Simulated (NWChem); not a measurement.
AlH$_{2}$O$_{2}$F; SMILES [F][Al]([OH])[OH]

```xyz
6

Al    -0.0091     0.0332     0.0000
F     -1.6367     0.3100     0.0000
O      1.0347     1.3753     0.0000
H      1.9885     1.2256     0.0000
O      0.6119    -1.5533     0.0000
H      0.0155    -2.3120     0.0000
```
Atoms are numbered in this order, from 1.

Computed with NWChem. Coordinates come from a B3LYP/6-31G* (spherical d) optimisation. Field at 589 nm.

**Question.** What does the run give for B3LYP/def2-SVPD? Quantities: isotropic polarisability (bohr³); anisotropy (bohr³).

**Answer.** 
* **isotropic polarisability (bohr³)**: 31.8
* **anisotropy (bohr³)**: 5.3
